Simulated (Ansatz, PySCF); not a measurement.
This PySCF input computes a B3LYP/def2-TZVPD energy:

```python
from pyscf import gto, scf, dft

mol = gto.M(
    atom='''
    O    -0.72576827   -1.24571506   -0.07855872
    S    -0.02068496    0.02563040    0.22553294
    O    -0.67627828    1.22533825   -0.35483931
    O     1.44341647   -0.03088397   -0.01766786
    ''',
    basis='def2-tzvpd',
    charge=-1,
    spin=1,
    verbose=4,
)

mf = dft.UKS(mol, xc='b3lyp').density_fit(auxbasis='def2-universal-jkfit')
mf.grids.level = 3
mf.conv_tol = 1e-9
mf.max_cycle = 100
mf.max_memory = 1500
mf.kernel()
if not mf.converged:
    mf = mf.newton()
    mf.kernel(mf.make_rdm1())
for _ in range(2):
    mo, _, stable, _ = mf.stability(return_status=True)
    if stable:
        break
    mf.kernel(mf.make_rdm1(mo, mf.mo_occ))
mf.analyze()
```

Q: Write an input for the same energy in Ansatz (a program for electronic structure) and say what it gives.

A: 
Ansatz 0.2 input:
```yaml
crystal:
  periodic: [false, false, false]
  atoms:
    - {symbol: O, position_ang: [-0.72576827, -1.24571506, -0.07855872]}
    - {symbol: S, position_ang: [-0.02068496, 0.02563040, 0.22553294]}
    - {symbol: O, position_ang: [-0.67627828, 1.22533825, -0.35483931]}
    - {symbol: O, position_ang: [1.44341647, -0.03088397, -0.01766786]}
basis:
  gaussian:
    orbitals: def2-TZVPD
hamiltonian:
  xc: {name: B3LYP}
total_charge: -1
magnetization: {spin_polarized: true, initial_magnetization: 1}
output: {forces: true}
```
It gives -624.03867 Eh, and PySCF -624.03866 Eh, a difference of 0.01 mEh.
